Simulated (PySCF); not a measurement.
Peak assignment

Geometry (Å), atoms numbered from 1 in this order:
```xyz
19

C     3.3788   -0.3876   -0.8144
N     2.7064    0.7884   -1.2901
C     1.5134    1.0487   -0.9637
C     0.5754    0.2468   -0.0901
C    -0.0640   -0.9120   -0.8484
C    -1.1245   -1.5650    0.0171
O    -2.0439   -0.6181    0.5159
B    -1.6735    0.6785    0.6730
O    -0.4211    1.1297    0.3890
H     4.3907   -0.1121   -0.4781
H     2.8806   -0.9419    0.0037
H     3.5180   -1.0844   -1.6582
H     1.0522    1.9659   -1.3678
H     1.1280   -0.1529    0.7804
H     0.7003   -1.6469   -1.1430
H    -0.5199   -0.5246   -1.7754
H    -1.6907   -2.3164   -0.5549
H    -0.6537   -2.0900    0.8678
H    -2.4877    1.4669    1.0808
```

How the numbers were obtained: NMR shieldings at PBE/pcSseg-1/GIAO, coordinates at the PBE0-D3(BJ)/def2-SVP level, in PySCF 2.14.0 with density-fitted response routines (equivalent nuclei averaged, no solvent, one computed conformer, non-relativistic).

Shifts are taken against calculated references (same method and geometry level): 13C, 1H vs TMS.

(1) Assign these signals to the numbered atoms. 13C{1H} NMR (computed): δ 172.0, 68.4, 64.2, 42.4, 31.6.

(2) Assign these signals to the numbered atoms. 1H NMR (400 MHz, computed): δ 7.74 (d, 1H), 5.07 (m, 1H), 4.27 (br, 1H), 4.14 (m, 1H), 4.08 (m, 1H), 3.48 (s, 3H), 1.57 (m, 1H), 1.50 (m, 1H).

Answers

(1) 
| δ (ppm) | atoms | environment | reason |
| --- | --- | --- | --- |
| 172.0 | C3 | C=N carbon | – |
| 68.4 | C4 | sp3 CH bonded to O | deshielded by the electronegative neighbour |
| 64.2 | C6 | sp3 CH2 bonded to O | deshielded by the electronegative neighbour |
| 42.4 | C1 | methyl carbon bonded to N | deshielded by the electronegative neighbour |
| 31.6 | C5 | sp3 CH2 in a ring | a saturated carbon with 2 carbon neighbours and no heteroatom attached |

(2) 
| δ (ppm) | atoms | environment | reason |
| --- | --- | --- | --- |
| 7.74 | H13 | hydrogen on a C=N carbon | – |
| 5.07 | H14 | hydrogen on an sp3 CH bonded to O | its carbon carries O, which withdraws density |
| 4.27 | H19 | hydrogen on a boron bonded to 2 O, in a 6-membered ring | – |
| 4.14 | H18 | hydrogen on an sp3 CH2 bonded to O | its carbon carries O, an electronegative neighbour |
| 4.08 | H17 | hydrogen on an sp3 CH2 bonded to O | – |
| 3.48 | H10/H11/H12 | hydrogen on a methyl carbon bonded to N | its carbon carries N, which withdraws density |
| 1.57 | H15 | hydrogen on an sp3 CH2 in a ring | – |
| 1.50 | H16 | hydrogen on an sp3 CH2 in a ring | – |

H18 and H17; H15 and H16 lie closer than the usual error of such a calculation, so a measured spectrum could show them in the other order.

Hydrogens on boron are broadened and split by 11B (spin 3/2, 80 %) and 10B (spin 3). Shifts are as computed. Against solution values, carbons near 30 ppm lie about +2 ppm off and those near 130 ppm about +2 ppm. Of 1211 compounds with measured shifts, 218 miss one by over three times the rms of a fit or turn the order of signals round; such compounds aren't used in these exercises. No couplings were computed; multiplicities are counted from neighbouring protons, with m where these are inequivalent, close in shift, in a saturated or five-membered ring or joined by F or P, and br s for small geminal =CH2 splittings.
